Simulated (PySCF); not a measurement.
Electronic structure of Se (selenium, neutral) at the PBE level

Configuration: [Ar] 3d10 4s1 4p4 4d1, one real determinant (an excited configuration). All numbers are calculated (PySCF 2.14, the non-relativistic Hamiltonian (point nucleus), in dyall-av2z (16s12p8d, 92 functions)).

| Quantity | Value |
| --- | --- |
| Total energy | -2400.452 hartree |
| One-electron energy | -3337.605 hartree |
| Hartree (Coulomb) energy | 1023.859 hartree |
| Exchange-correlation energy | -86.706 hartree |
| Kinetic energy | 2399.25300 hartree |
| ⟨S²⟩ | 6.0022 |
| ⟨L²⟩ | 8.004 |
| Sum of ⟨r⟩ | 26.28 bohr |
| Sum of ⟨r²⟩ | 46.14 bohr² |
| Traceless quadrupole moment −½Σ⟨3z² − r²⟩ along its main axis | 1.03 e·bohr² |
| Density at the nucleus (Gaussians lack the cusp) | 26800 bohr⁻³ |
| Spin density at the nucleus | 19.6 bohr⁻³ |
| Langevin diamagnetic susceptibility | -36.5 ×10⁻⁶ cm³/mol |

```csv
shell,electrons,mean orbital energy (eV),spread (eV),"rms radius, mean of both spins (bohr)"
1s α,1,-12305.4,0,0.0521
1s β,1,-12305.2,0,0.0521
2s α,1,-1565.8,0,0.217
2s β,1,-1565.7,0,0.217
2p α,3,-1406.5,0.163,0.191
2p β,3,-1406.3,0.065,0.191
3s α,1,-210.28,0,0.627
3s β,1,-209.97,0,0.627
3p α,3,-155.50,0.451,0.643
3p β,3,-155.15,0.278,0.643
3d α,5,-58.579,0.460,0.699
3d β,5,-58.101,0.269,0.699
4s α,1,-20.482,0,1.90
4p α,3,-9.665,0.936,2.36
4p β,1,-7.334,0,2.36
4d α,1,1.914,0,3.43
```

⟨L²⟩ = 8.00 against 12 for a pure F term, so this real determinant mixes terms. The outer electron is Rydberg-like, and this basis confines it to a smaller radius and binds it less than a complete one would. At PBE the highest occupied level has a positive energy, so only the finite basis holds that electron; for this excited configuration the basis is too tight for the outer shell.
